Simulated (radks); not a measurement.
Species: the strontium ion Sr2+. Configuration: [Kr]. All-electron calculation, scalar-relativistic Kohn-Sham, PBE, spin-polarised, spherical densities, finite nucleus; Fermi nuclear charge, rms radius 4.224 fm. Program: a radial shooting solver on a logarithmic mesh with Libxc functionals.

Normalised radial functions P(r) = r R(r), r in bohr:

```
   r/bohr * 3p, o 4s (the largest magnitude, 1.54, reaches the edge; | marks zero, & curves that meet)
 0.003769                             *o
 0.005578                             * o
 0.008254                             |* o
  0.01222                             |* o
  0.01822                             |  &
  0.02697                             |  o *
  0.03991                             |o      *
  0.05907                            o|           *
  0.08742                        o    |              *
   0.1294                        o    |          *
   0.1915                            &|
   0.2856           *                 |      o
   0.4227  *                          |       o
   0.6256         *                 o |
   0.9259               o     *       |
     1.37             o             * |
    2.028                    o        *
    3.001                           o *
    4.477                             &
```

3p: eigenvalue -270.21 eV, 1 radial node at r = 0.188 bohr, <r> = 0.498 bohr, 90 % of the charge inside 0.757 bohr. 4s: eigenvalue -54.724 eV, 3 radial nodes at r = 0.0499, 0.203, 0.593 bohr, <r> = 1.35 bohr, 90 % of the charge inside 1.98 bohr.
